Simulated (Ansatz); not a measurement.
Born–Oppenheimer molecular dynamics of C2H10ClNSi (15 atoms, charge 0, multiplicity 1). It starts from a rough guess of a transition structure, not a stationary point.

These are results of UKS PBE/STO-3G (Ansatz), not measurements.

```json
{
 "ensemble": "NVE (velocity Verlet)",
 "time step": "0.5 fs",
 "steps asked": "150",
 "starting velocities drawn for": "300 K",
 "seed": "277917"
}
```

First frame:

```xyz
15
Properties=species:S:1:pos:R:3
Si -0.209 0.619 -0.230
N 1.197 -0.587 0.815
C 0.217 -0.355 -1.811
C -1.588 -0.012 0.917
H -0.746 1.888 -0.784
H 1.782 0.531 1.238
Cl 1.327 2.198 0.932
H 1.863 -1.125 0.278
H 0.885 -1.111 1.620
H 0.138 -1.427 -1.667
H -0.458 -0.080 -2.614
H 1.225 -0.139 -2.149
H -1.621 -1.095 0.964
H -1.459 0.363 1.926
H -2.554 0.331 0.564
```

Question: How far do the bonds stretch over the last three quarters of this one trajectory? (Pairs bonded in most of those frames.)

Answer: 
| bond | mean (Å) | spread (Å) | shortest | longest |
| --- | --- | --- | --- | --- |
| Si1–C3 | 1.904 | 0.025 | 1.86 | 1.94 |
| Si1–C4 | 1.887 | 0.023 | 1.86 | 1.93 |
| Si1–H5 | 1.468 | 0.012 | 1.45 | 1.49 |
| Si1–Cl7 | 2.238 | 0.034 | 2.20 | 2.35 |
| N2–H6 | 1.103 | 0.104 | 0.93 | 1.25 |
| N2–H8 | 1.077 | 0.077 | 0.95 | 1.21 |
| N2–H9 | 1.067 | 0.048 | 1.00 | 1.15 |
| C3–H10 | 1.103 | 0.020 | 1.07 | 1.14 |
| C3–H11 | 1.103 | 0.012 | 1.08 | 1.12 |
| C3–H12 | 1.104 | 0.010 | 1.09 | 1.12 |
| C4–H13 | 1.104 | 0.020 | 1.06 | 1.15 |
| C4–H14 | 1.105 | 0.018 | 1.08 | 1.14 |
| C4–H15 | 1.108 | 0.049 | 1.03 | 1.19 |

Mean temperature of the second half: 448 K. The conserved energy stayed within 0.82 meV per atom of its start (net change 0.24 meV per atom), so the integration is sound. The kinetic energy rose, since the run started high on the potential surface and went downhill. It ends in pieces (C2H7ClSi + H3N), so much of that is their flight and rotation, not heat. A run of 0.075 ps of so small a system gives no equilibrium averages. The orbitals were unrestricted but ended closed-shell. Limits of this set-up: minimal basis.

Time of the run: 19 min on 1 thread of Arm Neoverse N1, with other jobs on the host, peak memory 0.14 GiB.
